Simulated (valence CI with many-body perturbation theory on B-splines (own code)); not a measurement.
V XVIII: E2, M1 decay

Computed by valence CI with perturbative core correlation (CI+MBPT): four valence electrons over a frozen Dirac-Fock core [He], radial functions for each j: 11 s, 11 p, 9 d, 7 f, 5 g, 2 h, 1 i, with the one-electron correlation potential Σ1 (screened to all orders), the two-electron term Σ2, the three-electron term Σ3, Breit, model QED; selected single and double excitations, second order for the rest (own B-spline code, finite nucleus).

No measured levels were compared; by estimate levels of excited configurations hold to 0.05 to 0.15 % of their energy, terms of the ground configuration to about 0.5 %.

Lines 1 to 22 of 22 in falling wavelength, among levels below 6557.1 × 10³ cm⁻¹, chosen from the decays that carry over 1 % of a level's rate. Wavelengths and rates use the calculated energies, so an error of 400 cm⁻¹ moves a line at 1077 Å by 0.43 % and its rate by three times that or more. Electric multipoles are in the length gauge, E1 and E2 with the static RPA response of the core. Weak lines are less certain than strong ones. Lines between different terms over intervals too small for the method are left out, as are lines whose strength nearly cancels. The highest levels of a list are the least certain.

Names give the largest LS component (configuration and term), which can be under half, so a name can repeat, a term be missing and a line seem to break the LS rules; names also repeat where a configuration has a term twice.

```
λ vac (Å)            Upper         Lower  Type   A (s⁻¹)  Branch %
     3300     2s2 2p2 3P_2  2s2 2p2 3P_1    M1  3.28e+02     100.0
     2641     2s2 2p2 3P_1  2s2 2p2 3P_0    M1  9.21e+02     100.0
     1077     2s2 2p2 1D_2  2s2 2p2 3P_2    M1  3.72e+03      52.9
    811.9     2s2 2p2 1D_2  2s2 2p2 3P_1    M1  3.30e+03      47.0
    432.6     2s2 2p2 1S_0  2s2 2p2 3P_1    M1  3.91e+04      99.9
    18.51  2s2 2p 3d 3F°_4  2s 2p3 3P°_2    E2  2.78e+07       2.4
    17.48   2s2 2p 3p 3D_1  2s2 2p2 1D_2    E2  3.56e+08       1.2
    17.27  2s 2p2 3p 3F°_4  2s 2p3 3P°_2    E2  2.52e+08       3.7
    17.20   2s2 2p 3p 3D_1  2s2 2p2 3P_2    E2  5.28e+08       1.8
    17.11   2s2 2p 3p 3D_1  2s2 2p2 3P_1    E2  5.84e+08       2.0
    17.09   2s2 2p 3p 3D_2  2s2 2p2 3P_2    E2  5.14e+08       1.3
    17.06  2s 2p2 3p 5D°_0  2s 2p3 5S°_2    E2  9.04e+08      12.5
    16.99  2s 2p2 3p 5D°_2  2s 2p3 5S°_2    E2  7.78e+08      14.9
    16.96  2s 2p2 3p 3F°_4  2s 2p3 3D°_3    E2  7.36e+08      10.8
    16.94   2s2 2p 3p 3D_3  2s2 2p2 3P_2    E2  7.28e+08       2.2
    16.92  2s 2p2 3p 3F°_4  2s 2p3 3D°_2    E2  3.52e+08       5.2
    16.92  2s 2p2 3p 5D°_3  2s 2p3 5S°_2    E2  8.24e+08      11.9
    16.89   2s2 2p 3p 3D_2  2s2 2p2 3P_0    E2  5.27e+08       1.4
    16.86   2s2 2p 3p 1S_0  2s2 2p2 1D_2    E2  2.37e+09       1.1
    16.85   2s2 2p 3p 3D_3  2s2 2p2 3P_1    E2  4.23e+08       1.3
    16.84  2s 2p2 3p 5D°_4  2s 2p3 5S°_2    E2  9.18e+08      37.0
    15.61   2s 2p2 3d 5D_4  2s2 2p2 3P_2    E2  9.65e+07       5.2
```
